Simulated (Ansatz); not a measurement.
Level of theory: r2SCAN-D4/def2-TZVP in Ansatz (a program for electronic structure). No frequencies were computed at this level.

Ansatz 0.2 input:
```yaml
crystal:
  periodic: [false, false, false]
  atoms:
    - { symbol: N, position_ang: [-1.097262, 1.73157, 0.198332] }
    - { symbol: In, position_ang: [-0.006678, -0.001794, 0.014098] }
    - { symbol: N, position_ang: [2.047038, 0.113175, 0.08436] }
    - { symbol: N, position_ang: [-0.900363, -1.853962, 0.006669] }
    - { symbol: H, position_ang: [-2.012714, 1.663225, -0.235422] }
    - { symbol: H, position_ang: [-0.618496, 2.506831, -0.249956] }
    - { symbol: H, position_ang: [2.330786, 0.910361, 0.647241] }
    - { symbol: H, position_ang: [2.42764, -0.710987, 0.541147] }
    - { symbol: H, position_ang: [-0.347002, -2.520846, -0.522847] }
    - { symbol: H, position_ang: [-1.822949, -1.837572, -0.417081] }
basis:
  gaussian: { orbitals: def2-tzvp }
hamiltonian:
  xc: r2scan
  dispersion: d4
relax:
  max_steps: 150
```

Output:

```
Functional definition: r2SCAN
1117 factors; their error is unknown
mean field evaluation 1: about -9717.1021 eV, gradient 1.2e2 eV
mean field evaluation 2: about -9643.4364 eV, gradient 1.9e2 eV
mean field evaluation 4: about -9743.3710 eV, gradient 1.0e1 eV
mean field evaluation 8: about -9743.5756 eV, gradient 2.9e-1 eV
mean field evaluation 16: about -9743.5584 eV, gradient 2.9e-4 eV
mean field -9743.55835029 eV, -358.0691649522 hartree, gradient 2.3e-5 eV, S^2 0.000000; 0 other end points of the search recorded, 0 dependent functions left out
reference -9743.55836925 eV, -358.0691656489 hartree; 24, 24 occupied and 155, 155 virtual orbitals, 1117 factors
relax step   1: F+E_penalty+E_count = -9743.59893199 eV  Δ(F+E_penalty+E_count) = +0.000e0 eV  max|allowed force component| = 2.584e-1 eV/Å  Δτ_max = 0.0000 Å  (32 SCF iters, accepted)
these checks for a lower state are left out or cut short: starts, cluster_reference, orbital_swaps, neighbouring_geometries, increment
1117 factors; their error is unknown
mean field -9743.57240315 eV, -358.0696813853 hartree, gradient 1.3e-5 eV, S^2 0.000000; 0 other end points of the search recorded, 0 dependent functions left out
reference -9743.57242191 eV, -358.0696820744 hartree; 24, 24 occupied and 155, 155 virtual orbitals, 1117 factors
relax step   2: F+E_penalty+E_count = -9743.61307782 eV  Δ(F+E_penalty+E_count) = -1.415e-2 eV  max|allowed force component| = 2.312e-1 eV/Å  Δτ_max = 0.0981 Å  (32 SCF iters, accepted)
these checks for a lower state are left out or cut short: starts, cluster_reference, orbital_swaps, neighbouring_geometries, increment
1117 factors; their error is unknown
mean field evaluation 32: about -9743.5782 eV, gradient 1.7e-4 eV
mean field -9743.57822187 eV, -358.0698952191 hartree, gradient 2.2e-5 eV, S^2 0.000000; 0 other end points of the search recorded, 0 dependent functions left out
reference -9743.57824071 eV, -358.0698959117 hartree; 24, 24 occupied and 155, 155 virtual orbitals, 1117 factors
relax step   3: F+E_penalty+E_count = -9743.61910458 eV  Δ(F+E_penalty+E_count) = -6.027e-3 eV  max|allowed force component| = 1.794e-1 eV/Å  Δτ_max = 0.0186 Å  (32 SCF iters, accepted)
these checks for a lower state are left out or cut short: starts, cluster_reference, orbital_swaps, neighbouring_geometries, increment
1117 factors; their error is unknown
mean field -9743.58086946 eV, -358.0699925164 hartree, gradient 1.9e-5 eV, S^2 0.000000; 0 other end points of the search recorded, 0 dependent functions left out
reference -9743.58088833 eV, -358.0699932099 hartree; 24, 24 occupied and 155, 155 virtual orbitals, 1117 factors
relax step   4: F+E_penalty+E_count = -9743.62172053 eV  Δ(F+E_penalty+E_count) = -2.616e-3 eV  max|allowed force component| = 5.030e-2 eV/Å  Δτ_max = 0.0176 Å  (32 SCF iters, accepted)
these checks for a lower state are left out or cut short: starts, cluster_reference, orbital_swaps, neighbouring_geometries, increment
1117 factors; their error is unknown
mean field -9743.58117202 eV, -358.0700036353 hartree, gradient 1.8e-5 eV, S^2 0.000000; 0 other end points of the search recorded, 0 dependent functions left out
reference -9743.58119088 eV, -358.0700043283 hartree; 24, 24 occupied and 155, 155 virtual orbitals, 1117 factors
relax step   5: F+E_penalty+E_count = -9743.62204214 eV  Δ(F+E_penalty+E_count) = -3.216e-4 eV  max|allowed force component| = 1.290e-2 eV/Å  Δτ_max = 0.0062 Å  (33 SCF iters, accepted)
these checks for a lower state are left out or cut short: starts, cluster_reference, orbital_swaps, neighbouring_geometries, increment
1117 factors; their error is unknown
mean field -9743.58121711 eV, -358.0700052921 hartree, gradient 1.9e-5 eV, S^2 0.000000; 0 other end points of the search recorded, 0 dependent functions left out
reference -9743.58123597 eV, -358.0700059852 hartree; 24, 24 occupied and 155, 155 virtual orbitals, 1117 factors
relax step   6: F+E_penalty+E_count = -9743.62208858 eV  Δ(F+E_penalty+E_count) = -4.644e-5 eV  max|allowed force component| = 9.209e-4 eV/Å  Δτ_max = 0.0033 Å  (34 SCF iters, accepted)
1117 factors; their error is unknown
mean field evaluation 64: about -9717.0149 eV, gradient 1.2e2 eV
mean field -9743.58121711 eV, -358.0700052921 hartree, gradient 1.8e-5 eV, S^2 0.000000; 1 other end points of the search recorded, 0 dependent functions left out
reference -9743.58123597 eV, -358.0700059852 hartree; 24, 24 occupied and 155, 155 virtual orbitals, 1117 factors
Total energy: -9743.62210744 eV, -358.0715079841 hartree
Atom 0 at    -1.111283     1.704647     0.168261 Å, force     0.000787     0.000521     0.000115 eV/Å
Atom 1 at    -0.008935    -0.001136     0.016867 Å, force    -0.000237    -0.000018    -0.000114 eV/Å
Atom 2 at     2.022627     0.105439     0.117993 Å, force     0.000452     0.000074    -0.000301 eV/Å
Atom 3 at    -0.917203    -1.823592    -0.022383 Å, force     0.000921    -0.000364    -0.000081 eV/Å
Atom 4 at    -2.018125     1.674123    -0.281803 Å, force    -0.000074    -0.000346    -0.000149 eV/Å
Atom 5 at    -0.638717     2.541903    -0.151047 Å, force    -0.000813    -0.000359     0.000027 eV/Å
Atom 6 at     2.381898     0.918916     0.602975 Å, force    -0.000044    -0.000038     0.000186 eV/Å
Atom 7 at     2.471895    -0.711117     0.514751 Å, force    -0.000086    -0.000083     0.000231 eV/Å
Atom 8 at    -0.357710    -2.564969    -0.426865 Å, force    -0.000845     0.000278     0.000095 eV/Å
Atom 9 at    -1.824448    -1.844213    -0.472210 Å, force    -0.000061     0.000336    -0.000011 eV/Å
Dipole moment:    -0.011787     0.011207    -0.220916 e Å
```

Cost: around 40 core-seconds (rough).
